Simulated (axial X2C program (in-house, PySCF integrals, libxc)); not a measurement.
# ZnIn: properties at the nuclei

Computed with an axial X2C code built on PySCF integrals: two-component X2C with atomic mean-field Coulomb and Gaunt terms, Gaussian nuclei, basis In dyall-cv3z, Zn dyall-cv3z with contracted cores.

R = 2.889 Å (near the PBE0 minimum at charge 0 of the determinant lowest at the starting distance; the state shown can have its own minimum elsewhere).

Input and command:
```json
{"zs": [49, 30], "q": 0, "bas": ["dyall-cv3z", "dyall-cv3z"], "r0": 2.6, "levels": ["PBE0", "HF", "TPSSh", "LDA", "BP86"], "nst": 3}
```
```bash
python soeom.py task.json out
```

Keys: zs atomic numbers; q charge; bas basis sets; r0 starting distance in Å; levels methods; nst determinants followed.

Determinant lowest in the PBE0 search, Ω = 1/2 (⟨Sz⟩ = -0.46, ⟨Lz⟩ = 0.96 at PBE0), spin on the atoms In -0.42, Zn -0.04:

```csv
level,Eeff magnitude (GV/cm),Ws magnitude In (kHz),A∥/gI In (MHz),qzz In (a.u.),A∥/gI Zn (MHz),qzz Zn (a.u.),μ (D)
PBE0,0.0294,0.0775,1770,0.86,203,0.00,0.37
HF,1.54,1.03,1740,-0.39,370,-0.35,0.41
TPSSh,0.106,0.129,1730,0.93,208,0.04,0.34
LDA,0.063,0.139,1750,0.81,211,0.07,0.09
BP86,0.038,0.0887,1770,0.88,209,0.07,0.14
```

Determinant 0.19 eV from it at PBE0 and this distance, Ω = 3/2 (⟨Sz⟩ = 0.50, ⟨Lz⟩ = 1.00 at PBE0), spin on the atoms In 0.44, Zn 0.06:

| level | Eeff magnitude (GV/cm) | Ws magnitude In (kHz) | Ws magnitude Zn (kHz) | A∥/gI In (MHz) | qzz In (a.u.) | A∥/gI Zn (MHz) | qzz Zn (a.u.) | μ (D) |
| --- | --- | --- | --- | --- | --- | --- | --- | --- |
| PBE0 | 0.0182 | 0.0317 | 0.0339 | 112 | 0.74 | -29.2 | 0.07 | 0.36 |
| HF | 4.92 | 1.56 | 0.271 | 19.8 | 0.83 | -141 | -0.11 | 0.94 |
| TPSSh | 0.0239 | 0.0342 | 0.0338 | 123 | 0.72 | -22.7 | 0.09 | 0.30 |
| LDA | 0.022 | 0.0185 | 0.022 | 154 | 0.68 | -15.8 | 0.14 | 0.04 |
| BP86 | 0.111 | 0.0544 | 0.0231 | 121 | 0.69 | -19.5 | 0.13 | 0.09 |

Eeff is the effective electric field on the electron electric dipole moment in this Ω state and Ws the scalar–pseudoscalar constant of the nucleus named (defined with the proton number Z and per Ω); A∥ (defined per Ω) follows by multiplying with gI = μI/(I μN); qzz is the electric field gradient, eQq0 = 234.96 MHz × Q/barn × qzz; μ is positive if the Zn end (last atom) is positive. The operators were transformed with the bare-nucleus X2C matrices; with these basis sets, hyperfine constants and field gradients can be off by tens of per cent, and where levels differ in sign neither size nor sign is settled.

(1) With gI(115In) = 1.2313, gI(67Zn) = 0.3502 (g factors from the IAEA table of nuclear moments by Stone), turn the PBE0 values of the first state into constants in MHz.

Each state is one determinant with collinear spin. Unrestricted Hartree–Fock can overshoot spin polarisation at the nuclei. In the state Ω = 3/2 the sign of Eeff differs between levels (HF against PBE0). Where Eeff spreads by more than a factor of two the levels disagree and none is to be relied on. The search compared states at one distance, so a state with another bond length can lie lower. The sign of Ws at Zn differs between levels in the first state. The sign of Ws at In differs between levels in the second state. Where a field gradient or hyperfine factor spreads by more than a factor of two over the levels, a constant derived from it is not to be relied on. PBE0 term energies can be off by some tenths of an eV.

Answers

(1) A∥(115In) = 1770 × 1.2313 = 2180 MHz; A∥(67Zn) = 203 × 0.3502 = 71.1 MHz.
